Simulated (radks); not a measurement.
Ionisation ladder of technetium, from Tc I to Tc XXII. Each ion is in the ground configuration listed by NIST, and IE = E(next ion) - E(this ion). All-electron calculation, non-relativistic Kohn-Sham, LDA (Slater exchange, Perdew-Wang correlation), spin-unpolarised, spherical densities, point nucleus; relativity is left out, which matters for an element this heavy. Program: a radial shooting solver on a logarithmic mesh with Libxc functionals.

| species | configuration | E (hartree) | IE, Delta-SCF (eV) | -e(HOMO) (eV) | HOMO | IE, NIST (eV) | kind | error (eV) |
|---|---|---|---|---|---|---|---|---|
| Tc I | [Kr] 4d5 5s2 | -4202.17163 | 8.074 | 4.998 | 5s | 7.119 | exp. | +0.955 |
| Tc II | [Kr] 4d5 5s1 | -4201.87491 | 14.654 | 11.276 | 5s | 15.260 | semi-emp. | -0.606 |
| Tc III | [Kr] 4d5 | -4201.33639 | 29.297 | 23.038 | 4d | 29.550 | semi-emp. | -0.253 |
| Tc IV | [Kr] 4d4 | -4200.25975 | 42.727 | 35.795 | 4d | 41 | theory | +1.727 |
| Tc V | [Kr] 4d3 | -4198.68955 | 57.360 | 49.858 | 4d | 57 | theory | +0.360 |
| Tc VI | [Kr] 4d2 | -4196.58162 | 73.036 | 65.034 | 4d | 72 | theory | +1.036 |
| Tc VII | [Kr] 4d1 | -4193.89759 | 89.647 | 81.193 | 4d | 88 | theory | +1.647 |
| Tc VIII | [Kr] | -4190.60312 | 151.59 | 141.56 | 4p | 150 | theory | +1.6 |
| Tc IX | [Ar] 3d10 4s2 4p5 | -4185.03246 | 172.01 | 161.71 | 4p | 169 | theory | +3.0 |
| Tc X | [Ar] 3d10 4s2 4p4 | -4178.71108 | 192.98 | 182.41 | 4p | 190 | theory | +3.1 |
| Tc XI | [Ar] 3d10 4s2 4p3 | -4171.61914 | 214.44 | 203.63 | 4p | 214 | theory | +0.4 |
| Tc XII | [Ar] 3d10 4s2 4p2 | -4163.73848 | 236.34 | 225.33 | 4p | 239 | theory | -2.7 |
| Tc XIII | [Ar] 3d10 4s2 4p1 | -4155.05301 | 258.60 | 247.42 | 4p | 262.1 | semi-emp. | -3.5 |
| Tc XIV | [Ar] 3d10 4s2 | -4145.54976 | 310.40 | 298.76 | 4s | 311 | theory | -0.6 |
| Tc XV | [Ar] 3d10 4s1 | -4134.14294 | 333.32 | 322.00 | 4s | 338.6 | semi-emp. | -5.2 |
| Tc XVI | [Ar] 3d10 | -4121.89357 | 609.16 | 581.96 | 3d | 604 | theory | +5.2 |
| Tc XVII | [Ar] 3d9 | -4099.50730 | 664.68 | 636.64 | 3d | 655 | theory | +9.7 |
| Tc XVIII | [Ar] 3d8 | -4075.08073 | 721.84 | 692.99 | 3d | 713 | theory | +8.8 |
| Tc XIX | [Ar] 3d7 | -4048.55345 | 780.62 | 750.97 | 3d | 773 | theory | +7.6 |
| Tc XX | [Ar] 3d6 | -4019.86611 | 840.99 | 810.54 | 3d | 829 | theory | +12.0 |
| Tc XXI | [Ar] 3d5 | -3988.96035 | 902.92 | 871.69 | 3d | 904 | theory | -1.1 |
| Tc XXII | [Ar] 3d4 | -3955.77880 | 966.38 | 934.39 | 3d | 968 | theory | -1.6 |

Reference values: NIST Atomic Spectra Database (exp. = measured, semi-emp. = semi-empirical, theory = theoretical value adopted there). The ionisation energy per charge of the ion left behind rises most, in proportion, at Tc XVI ([Ar] 3d10), from 22.221 to 38.073 eV. Against the entries that are not theoretical the mean signed error is +1.1 % and the largest +13.4 %. Relativity is left out here, which matters for elements this heavy. Spin polarisation and multiplet splitting are left out, so open shells lie too high by an amount that depends on their filling.

Beside tabulated values, note that spin-unpolarised runs miss the spin-polarisation part of the exchange energy of open shells.
